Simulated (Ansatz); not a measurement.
```yaml
crystal:
  periodic: [false, false, false]
  atoms:
    - {symbol: Pd, position_ang: [-1.350263, 0.880580, 0.218817]}
    - {symbol: Pd, position_ang: [1.198222, 0.673727, 0.869973]}
    - {symbol: Pd, position_ang: [0.407557, 0.068177, -1.573436]}
    - {symbol: Au, position_ang: [-0.255506, -1.622484, 0.484646]}
basis:
  gaussian: {orbitals: def2-mTZVP, final_grid: {core_spheres: 5, valence_spheres: 4, degree: 11}}
total_charge: 1
hamiltonian: {xc: {name: revPBE}, dispersion: d3bjatm}
scf: {omitted_lower_state_checks: [starts]}
output: {forces: true}
```

```sh
$ ansatz run in.yaml --threads 2 --pin off --events-out ev --progress --plain --max-ram 4352MiB
```

Output, abridged:

```
Functional definition: revPBE
1403 factors; their error is unknown
mean field evaluation 1: about -14098.2486 eV, gradient 1.4e2 eV
mean field evaluation 2: about -12379.4191 eV, gradient 6.4e2 eV
mean field evaluation 4: about -14130.2344 eV, gradient 4.8e1 eV
mean field evaluation 8: about -14133.6658 eV, gradient 4.0e1 eV
mean field evaluation 16: about -14137.1449 eV, gradient 1.7e-1 eV
mean field -14137.14512626 eV, -519.5305008889 hartree, gradient 1.6e-5 eV, S^2 0.000000; 0 other end points of the search recorded, 0 dependent functions left out
reference -14137.14520473 eV, -519.5305037726 hartree; 36, 36 occupied and 99, 99 virtual orbitals, 1403 factors
Total energy: -14137.62316403 eV, -519.5480684528 hartree
Atom 0 at    -1.350263     0.880580     0.218817 Å, force     0.510614    -0.134288    -0.131925 eV/Å
Atom 1 at     1.198222     0.673727     0.869973 Å, force    -0.429303    -0.084503    -0.451728 eV/Å
Atom 2 at     0.407557     0.068177    -1.573436 Å, force    -0.089740     0.175612     0.596922 eV/Å
Atom 3 at    -0.255506    -1.622484     0.484646 Å, force     0.008429     0.043179    -0.013268 eV/Å
Dipole moment:     0.070603     0.442584    -0.132480 e Å
Checks for a lower state left out: starts
```

Run time 4.3 s (2 threads of AMD EPYC 7R13 on a shared host).

In the def2 sets Au, Pd take a core potential; there is no spin–orbit coupling. A triplet lies near this restricted singlet, and broken spin symmetry wasn't tried.

The dipole of an ion depends on the origin.
